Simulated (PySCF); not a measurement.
Spectrum to structure. Method: PySCF, TDDFT CAM-B3LYP/def2-SVPD, vertical, gas phase, core orbitals frozen in the response. Geometries: GFN2-xTB, one conformer each.

```json
{"state": "S1", "λ (nm)": "226.8", "f": "0.414"}
{"state": "S2", "λ (nm)": "222.5", "f": "0.0001"}
{"state": "S3", "λ (nm)": "210.8", "f": "0.121"}
{"state": "S4", "λ (nm)": "196.8", "f": "0.0000"}
{"state": "S5", "λ (nm)": "182.6", "f": "0.071"}
{"state": "S6", "λ (nm)": "179.9", "f": "0.0046"}
{"state": "S7", "λ (nm)": "165.9", "f": "0.0000"}
{"state": "S8", "λ (nm)": "163.7", "f": "0.054"}
```

Orbital energies (eV): HOMO-3 -11.94, HOMO-2 -9.82, HOMO-1 -9.43, HOMO -8.34, LUMO -0.54, LUMO+1 1.31, LUMO+2 1.65.

Question: Which candidate is it? All have the formula C6H5F.
A. `CC#C[C@H]1C=C1F`
B. `FC=C1C=CC=C1`
C. `C#CC(=C)C(=C)F`

Answer: C. Its S1 lies at 5.47 eV; the nearest of the others has S1 at 6.29 eV. S1 is HOMO→LUMO (91%). Löwdin shares by element: HOMO carbon 72% or more (atoms not listed hold the other 28%); LUMO carbon 69% or more (atoms not listed hold the other 31%). At the same level the other candidates give, for their lowest levels:
- `FC=C1C=CC=C1`: 337 nm (f 0.014); 230 nm (f 0.424); 189 nm (f 0.000); 178 nm (f 0.001); 174 nm (f 0.014); T1 2.45 eV; HOMO -7.83, LUMO -0.90 eV
- `CC#C[C@H]1C=C1F`: 197 nm (f 0.023); 195 nm (f 0.012); 191 nm (f 0.014); 185 nm (f 0.026); 182 nm (f 0.002); T1 4.54 eV; HOMO -8.42, LUMO 1.18 eV

Conformer computed: `[CH:1]#[C:2][C:3](=[CH2:4])[C:5](=[CH2:6])[F:7]`: C2–C3–C5–C6 0°.
Triplets come from the Tamm–Dancoff approximation.
